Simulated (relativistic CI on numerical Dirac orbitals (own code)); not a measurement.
**Hyperfine structure of Ag IV, mass number 107**

Method of calculation: Dirac-Coulomb-Breit CI, orbitals from a KLI potential per configuration, model QED (radiative potential, 1s self-energy scaled to tabulated hydrogen-like ionisation energies), valence Slater integrals scaled by 0.85, P86 correlation energy added to each configuration (own radial code, finite nucleus).

CI space (outside the closed core [Ar] 3d10 4s2): 4p⁶4d⁸, 4p⁶4d⁷5s, 4p⁶4d⁷4f, 4p⁶4d⁷5p, 4p⁶4d⁶5s², 4p⁶4d⁷5d, 4p⁶4d⁷6s, 4p⁶4d⁷6p, 4p⁵4d⁹, 4p⁶4d⁶5s5p, 4p⁶4d⁷6d, 4p⁶4d⁷5f, 4p⁶4d⁷5g, 4p⁶4d⁷6f, 4p⁶4d⁶5p², 4p⁴4d¹⁰. Levels of other configurations are missing.

Nuclear spin I = 1/2, μ = -0.11352 μN (tables of Stone and Pyykkö). The electronic factors are computed for point nuclear moments, without core polarisation; leaving it out makes A of s and p electrons in near-neutral atoms 20 to 40 % too small, and it can dominate for d and f shells.

```json
{"Level": "4p⁶4d⁸ ³F4", "E (cm⁻¹)": "0.0", "A (MHz)": "-146.6"}
{"Level": "4p⁶4d⁸ ³F3", "E (cm⁻¹)": "3972.1", "A (MHz)": "-203.4"}
{"Level": "4p⁶4d⁸ ³F2", "E (cm⁻¹)": "5578.1", "A (MHz)": "-251.1"}
{"Level": "4p⁶4d⁸ ³P2", "E (cm⁻¹)": "11701.7", "A (MHz)": "-176"}
{"Level": "4p⁶4d⁸ ³P1", "E (cm⁻¹)": "15859.2", "A (MHz)": "7.968"}
{"Level": "4p⁶4d⁸ ¹D2", "E (cm⁻¹)": "16937.3", "A (MHz)": "-235"}
{"Level": "4p⁶4d⁸ ¹G4", "E (cm⁻¹)": "20897.4", "A (MHz)": "-219.9"}
{"Level": "4p⁶4d⁷5s ⁵F5", "E (cm⁻¹)": "100960.2", "A (MHz)": "-551.8"}
```

Levels with J = 0, under 50 % of one LS term, or S terms without an open s electron are left out. Small factors come from cancelling terms and can be off by tens of per cent or more.

For a near-neutral ion this model can misplace configurations by up to about 10,000 cm⁻¹ (more where the count of f electrons changes) and terms by 10 to 25 % of their spread. Rates follow the energies as ν³ (E1, M1) or ν⁵ (E2), so they and the lifetimes can be off by large factors. The fine structure of a lone outer electron comes out too small, for d and f at times inverted, and misplaced configurations move strength between like terms. 39 of the 69 excited levels that our extract of the measured tables holds in this range could be paired (the sources list more); they are missed by 4006 cm⁻¹ on average and 5986 at most, and levels without a partner can miss by more. Some levels of the ground configuration have no partner and can miss by 10 % or more.

**Question.** Give the hyperfine levels of 4p⁶4d⁸ ³F4 relative to its centre of gravity.

**Answer.** With K = F(F + 1) − I(I + 1) − J(J + 1), E = AK/2: F = 7/2: 366.5, F = 9/2: -293.2 MHz.

LS names give the leading component of a level, which can be under half, so a name can repeat, a term be missing and a line seem to break the LS rules.
